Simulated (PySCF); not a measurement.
## Working out the ionisation energy of Mn

Mn [Ar] 3d5 4s2 (6S) → Mn⁺ [Ar] 3d5 4s1 (7S). Calculation: PySCF 2.14, in aug-cc-pVDZ-DK (7s6p4d2f, 59 functions); scalar relativity by spin-free X2C-1e. Frozen: [Ar]. Energies in hartree (1 hartree = 27.21139 eV):

```tsv
part	Mn (lower)	Mn⁺ (upper)
UHF	-1157.382351	-1157.160754
MP2 opposite-spin	-0.035217	0.000000
MP2 same-spin	-0.069610	-0.069931
```

Task: What does Hartree-Fock give?

Result: (-1157.160754) − (-1157.382351) = 0.221597 hartree = 6.030 eV.

Task: What do MP2 and SCS-MP2 (6/5 opposite-spin, 1/3 same-spin) give?

Result: The opposite-spin parts differ by 0.958 eV and the same-spin parts by -0.009 eV. MP2: 6.030 + (0.958) + (-0.009) = 6.979 eV. SCS-MP2: 6.030 + 1.2 × (0.958) + (-0.009)/3 = 7.177 eV.

Measured between the centres of the two terms (NIST): 7.434 eV, so MP2 (valence) is off by -0.455 eV.

A double-zeta basis recovers only part of the correlation energy.

What remains against the reference includes basis incompleteness, the frozen core and correlation beyond second order.
